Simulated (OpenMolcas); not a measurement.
Pd4+.

```json
{
  "Program": "OpenMolcas 26.06",
  "Basis": "ANO-RCC-VTZP [7s6p4d2f1g]",
  "Scalar Hamiltonian": "DKH2, point nucleus",
  "Active space": "6 electrons in 10 orbitals (4d 5d)",
  "State averaging": "2S+1 = 5 even, 5 roots; 2S+1 = 3 even, 45 roots; 2S+1 = 1 even, 49 roots",
  "Spin-orbit coupling": "state interaction with AMFI integrals over the reference wave functions, term energies averaged over their components"
}
```

Two sets of levels on these reference wave functions, in cm⁻¹ above 4d⁶ ⁵D₄: one from CASSCF and one from MS-CASPT2, IPEA 0.25 Eh, imaginary shift 0.1 Eh (closed shells correlated: 4s 4p).

| Level | Set 1 | Set 2 |
| --- | --- | --- |
| 4d⁶ ⁵D₄ | 0.0 | 0.0 |
| 4d⁶ ⁵D₃ | 1986 | 2010 |
| 4d⁶ ⁵D₂ | 3080 | 3050 |
| 4d⁶ ⁵D₁ | 3820 | 3790 |
| 4d⁶ ⁵D₀ | 4170 | 4130 |
| 4d⁶ ³H₆ | 21800 | 20350 |
| 4d⁶ ³H₅ | 22290 | 20600 |
| 4d⁶ ³P₂(1) | 22820 | 19730 |
| 4d⁶ ³F₃(1) | 25370 | 22740 |
| 4d⁶ ³F₂(1) | 26280 | 23540 |
| 4d⁶ ³G₅ | 28130 | 25660 |
| 4d⁶ ³P₁(1) | 28570 | 25390 |
| 4d⁶ ³P₀(1) | 29410 | 26220 |
| 4d⁶ ³G₄ | 29830 | 27130 |
| 4d⁶ ³G₃ | 30350 | 27590 |
| 4d⁶ ¹I₆ | 33880 | 31890 |

Task: Which set is which?

Result: Set 2 is MS-CASPT2. Its levels of the other terms of 4d⁶ lie at 0.86 to 0.94 of the other set's values, as expected, since terms of lower spin or lower L gain more correlation energy than the Hund ground term.

CASPT2 breaks the degeneracy within a term, and the mean is taken; among the terms shown or strongly mixed into the levels shown the widest spread is 1300 cm-1 (4d⁶ ¹I, MS-CASPT2). Active for correlation alone: 5d; no level in the range computed is led by a configuration that fills it, so any true level of that kind is missing. Without dynamic correlation excited terms often stand tens of per cent too high (terms of higher spin than the ground term too low), and those without a measured partner can miss by more than the paired ones (holds for CASSCF). Levels of configurations outside the active space are missing. The table leaves out levels that lie high or whose names do not pair safely across all columns.

A number in round brackets counts repeated terms of one configuration in the order of the reference energies.
